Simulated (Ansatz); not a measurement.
Stepwise reaction of `[NH2][Hf]([NH2])([OH])[OH]` with hydrogen chloride, as a gas-phase model of exchange steps in deposition or etching. ΔE in kJ/mol; ΔG adds harmonic PBE0-D4 terms to CCSD(T)/CBS, at 1 bar.

Computed with Ansatz on PBE0-D4/def2-TZVP structures; ΔE is electronic, products minus reactants. CCSD(T)/CBS is the MP2 limit (def2-TZVPP, def2-QZVPP) plus CCSD(T) − MP2 in def2-TZVPP, frozen cores. This one scheme is used for every species. DFT in def2-TZVPP. B3LYP here is the variant with VWN-RPA as its local correlation; programs differ in this. Elements past krypton have def2 core potentials. For Hf outer-core shells are correlated without core-valence functions, which leaves a few kJ/mol of doubt a bond. Each species was taken in one conformer, which may not be the lowest.

| step | reaction | PBE-D4 | B3LYP-D4 | ωB97M-V | CCSD(T)/CBS | ΔG(400 K) |
| --- | --- | --- | --- | --- | --- | --- |
| 2 | `[NH2][Hf]([NH2])([OH])[Cl]` + HCl → `[NH2][Hf]([NH2])([Cl])[Cl]` + H₂O | -35.8 | -33.8 | -33.6 | -37.6 | -30.4 |

Q: Give the row of step 1, `[NH2][Hf]([NH2])([OH])[OH]` + HCl → `[NH2][Hf]([NH2])([OH])[Cl]` + H₂O. (Estimate.)

A: The calculation gave: 
| step | reaction | PBE-D4 | B3LYP-D4 | ωB97M-V | CCSD(T)/CBS | ΔG(400 K) |
| --- | --- | --- | --- | --- | --- | --- |
| 1 | `[NH2][Hf]([NH2])([OH])[OH]` + HCl → `[NH2][Hf]([NH2])([OH])[Cl]` + H₂O | -48.1 | -45.4 | -45.2 | -47.4 | -36.0 |

Q: By hand: ΔE of the 2 steps together at CCSD(T)/CBS.

A: (-47.4) + (-37.6) = -85.0 kJ/mol, or -42.5 kJ/mol a step.

In ΔE each step is higher than the one before. All are downhill at CCSD(T)/CBS. ΔG lies between -36.0 and -30.4 kJ/mol a step. PBE-D4 differs from CCSD(T)/CBS by -0.7 to 1.8 kJ/mol a step. Isolated molecules leave out the surface, adducts and barriers. Largest T1 diagnostic: 0.015.
